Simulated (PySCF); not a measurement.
GaH, SMILES [GaH] (connectivity only; charge and spin as stated), neutral, multiplicity 1.

The structure is a stationary point at PBE0-D3(BJ)/def2-TZVPD.

Two levels are set side by side: TDA-PBE/def2-TZVPD (PySCF) and ADC(2)/aug-cc-pVDZ (PySCF). Vertical, same geometry; the bases differ. Differences are taken from unrounded values.

```json
[
 {"quantity": "lowest singlet excitation (eV)", "ADC(2)": "3.07", "TDA-PBE": "2.94", "TDA-PBE minus ADC(2)": "-0.14"}
]
```

Functionals without exact exchange tend to place singlet excitations lower, as here. Differences between two approximate levels are no errors against the true value.

Rough cost on one machine, each run with all the roots and properties that it gave: ADC(2) against TDA-PBE within a factor of 2.
